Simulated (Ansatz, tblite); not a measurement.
Cost and result up the ladder for [GeH5]- (GeH5⁻) (6 atoms). Total charge -1; singlet. Geometry: PBE0-D4/def2-TZVPD.

Cartesian coordinates in Å:
```
Ge 0.0000 -0.0001 0.0000
H 0.6296 1.2086 -1.0605
H -0.6297 -1.2082 1.0610
H -1.4576 0.2701 -0.5570
H 0.5356 0.8165 1.2469
H 0.9222 -1.0868 -0.6904
```

Ansatz on 4 threads of Arm Neoverse V1 on a shared host; xTB runs through tblite on one thread. Times are rough, summed over both states, and most runs start from the orbitals of an earlier one. CCSD(T)/def2-TZVPPD serves as the yardstick here, not as an exact answer. The other state is a doublet.

The xTB rows come from tblite. Correlated methods freeze 9 core orbitals; core or outer-core shells of Ge are correlated, in sets that lack core-valence functions.

Raw xTB energies of ions are shifted by several eV.

```
                          level  functions  wall time
                       GFN2-xTB         14    0.002 s
PBE-D4/def2-TZVPD (with forces)         99      1.4 s
             PBE0-D4/def2-TZVPD         99      1.9 s
           r2SCAN-D4/def2-TZVPD         99        3 s
            CCSD(T)/def2-TZVPPD        139       32 s
```

**Question.** Estimate what each level gives for the vertical IE (eV).

**Answer.** 
```
                          level  vertical IE (eV)  difference from CCSD(T)/def2-TZVPPD (eV)                       remarks
                       GFN2-xTB              6.95                                      5.01                             –
PBE-D4/def2-TZVPD (with forces)              1.68                                     -0.26  HOMO above zero (-1 singlet)
             PBE0-D4/def2-TZVPD              1.81                                     -0.14  HOMO above zero (-1 singlet)
           r2SCAN-D4/def2-TZVPD              1.64                                     -0.30  HOMO above zero (-1 singlet)
            CCSD(T)/def2-TZVPPD              1.95                                      0.00                             –
```
